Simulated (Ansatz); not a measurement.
H2Si2 (SMILES [Si]=[SiH2]) moved off its minimum; all values from Ansatz (a program for electronic structure), cores frozen in correlated methods.
(charge 0, multiplicity 1)
```xyz
4

Si    -0.9428     0.0782     0.1978
Si     1.1817    -0.0849    -0.2279
H     -1.7675     1.2309    -0.2143
H     -1.7318    -0.9925     0.9225
```

Forces at MP2/aug-cc-pV(T+d)Z (eV/Å):

```json
[
 {"atom": "Si1", "Fx": "-0.831", "Fy": "-0.428", "Fz": "0.394"},
 {"atom": "Si2", "Fx": "0.538", "Fy": "-0.044", "Fz": "-0.101"},
 {"atom": "H3", "Fx": "-0.029", "Fy": "0.024", "Fz": "0.001"},
 {"atom": "H4", "Fx": "0.323", "Fy": "0.448", "Fz": "-0.294"}
]
```

Q: Give the forces (eV/Å), the total energy and the dipole at CCSD(T)/aug-cc-pV(T+d)Z.

A: 
| atom | Fx | Fy | Fz |
|---|---|---|---|
| Si1 | -0.804 | -0.417 | 0.387 |
| Si2 | 0.665 | -0.054 | -0.127 |
| H3 | -0.105 | 0.095 | -0.019 |
| H4 | 0.244 | 0.376 | -0.241 |
Energy -579.2087 hartree, dipole 0.21 D.

Doubts at one or more of the structures used: a restricted determinant that unrestricted orbitals would lower (CCSD(T)/aug-cc-pV(T+d)Z, MP2/aug-cc-pV(T+d)Z).
